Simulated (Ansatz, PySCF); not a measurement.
Cl3H3OSi2, SMILES Cl[SiH2]O[SiH](Cl)Cl. Atoms are numbered in the order given.

```xyz
9

Si     1.8151     0.7313    -0.0054
Cl     2.9899    -0.9524     0.2421
O      0.3380     0.2798    -0.6188
Si    -1.0999    -0.3985    -0.2101
Cl    -0.8873    -1.3877     1.5879
Cl    -2.5034     1.0912     0.0105
H      1.6404     1.3790     1.3151
H      2.4549     1.6192    -0.9991
H     -1.5353    -1.3365    -1.2557
```

The structure is a stationary point at B3LYP-D3(BJ)/def2-SVP. This is a generated structure with no PubChem entry under its InChIKey; it may be hypothetical. One conformer was computed; it need not be the lowest.

Two levels are set side by side: PBE-D3(BJ)/def2-SVP (Ansatz, a first-principles code) and B3LYP-D3(BJ)/def2-SVP (Ansatz). Each level has its own optimised geometry; the coordinates shown are those of the second. Frequencies come from the Hessian of PySCF at each geometry. Differences are taken from unrounded values.

```
quantity                            B3LYP-D3(BJ)  PBE-D3(BJ)  PBE-D3(BJ) minus B3LYP-D3(BJ)
----------------------------------  ------------  ----------  -----------------------------
mean bond length (Å)                       1.740       1.751                          0.011
bond Si1–Cl2 (Å)                           2.068       2.071                          0.003
bond Si1–O3 (Å)                            1.662       1.678                          0.016
bond O3–Si4 (Å)                            1.642       1.657                          0.015
bond Si4–Cl5 (Å)                           2.063       2.068                          0.005
bond Si4–Cl6 (Å)                           2.059       2.065                          0.006
bond Si1–H7 (Å)                            1.481       1.496                          0.015
bond Si1–H8 (Å)                            1.478       1.492                          0.014
bond Si4–H9 (Å)                            1.471       1.485                          0.014
highest harmonic wavenumber (cm⁻¹)          2327        2260                            -67
mean harmonic wavenumber (cm⁻¹)              776         750                            -26
zero-point energy (kcal/mol)               23.30       22.52                          -0.78
```

Exact exchange shortens and stiffens bonds; PBE has none. Differences between two approximate levels are no errors against the true value.
